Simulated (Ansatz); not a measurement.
Ansatz results at the PBE0-D4/def2-TZVP geometry: LUMO energy (PBE0/def2-TZVPP) 0.79 eV; HOMO–LUMO gap (PBE0/def2-TZVPP) 8.62 eV; LUMO energy (B3LYP/def2-TZVPP) 0.45 eV.

**Question.** Which molecule gave them?
A. `[CH3][SnH]([CH3])[CH3]`
B. `[SH][Sn]([SH])([SH])[SH]`
C. `[OH][SnH2][Br]`
D. `N#[C][SnH]([F])[F]`

**Answer.** A. The others give `N#[C][SnH]([F])[F]`: -1.87, 8.79, -2.25; `[SH][Sn]([SH])([SH])[SH]`: -2.03, 5.63, -2.29; `[OH][SnH2][Br]`: -1.09, 7.25, -1.41.

B3LYP here is the variant with VWN-RPA as its local correlation; programs differ in this.
